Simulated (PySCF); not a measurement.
## Checking a proposed structure

A compound C₆H₅ClO₂ gives the data below (simulated from a calculation) and was assigned the structure `Cc1ccoc1C(=O)Cl`.

13C{1H} NMR (computed): δ 164.2 (C), 152.1 (CH), 152.0 (C), 132.5 (C), 131.4 (CH), 11.9 (CH3).

1H NMR (300 MHz, computed): δ 7.62 (m, 1H), 7.52 (m, 1H), 2.32 (s, 3H).

How the numbers were obtained: structure optimised with GFN2-xTB, NMR shieldings at PBE0/pcSseg-1/GIAO, in PySCF 2.14.0 with density-fitted response routines (one averaged value for each set of equivalent atoms, non-relativistic Hamiltonian, no solvent, a single conformation).

Chemical shifts δ = σref − σ; TMS for 1H (31.72 ppm), 13C (186.93 ppm), all at this level.

**Question.** Compare with the shifts computed for the proposed structure, pairing carbons in order of shift.

**Answer.** Atom-mapped SMILES (the numbers label the heavy atoms): `[CH3:1][c:2]1[cH:3][cH:4][o:5][c:6]1[C:7](=[O:8])[Cl:9]`. Hydrogens are named by the atom that carries them.

```tsv
atom	computed for proposal	given list	difference
C7	164.3	164.2	+0.1
C4	153.8	152.1	+1.7
C6	147.4	152.0	-4.6
C2	147.1	132.5	+14.6
C3	123.2	131.4	-8.2
C1	14.8	11.9	+2.9
```

The rms difference is 7.2 ppm and the largest +14.6 ppm at C2 (substituted aromatic carbon). The proposal doesn't fit.

**Question.** Which isomer fits?

**Answer.** SMILES c1c(C)coc1C(=O)Cl.

1. Carbon types of the structure: 3 × C, 2 × CH, 1 × CH3, which accounts for all hydrogens.
2. δC 164.2: carbonyl carbon.
3. δC 152.0: substituted aromatic carbon next to the ring oxygen.
4. δC 132.5: substituted aromatic carbon.
5. δC 131.4: aromatic CH; the aromatic region.

Other isomers checked: Cc1ccc(C(=O)Cl)o1 (rms 7.4 ppm).

The data come from this structure; uniqueness wasn't tested.

Carbons that carry Cl, above all several Cl atoms, come out too deshielded, partly because spin–orbit coupling is missing. Shifts are as computed. Against solution values, carbons near 30 ppm lie about +3 ppm off and those near 130 ppm about +5 ppm; carbons on Cl a further +6 ppm. Of 1211 compounds with measured shifts, 218 miss one by over three times the rms of a fit or turn the order of signals round; such compounds aren't used in these exercises. No couplings were computed; multiplicities are counted from neighbouring protons, with m where these are inequivalent, close in shift, in a saturated or five-membered ring or joined by F or P, and br s for small geminal =CH2 splittings.
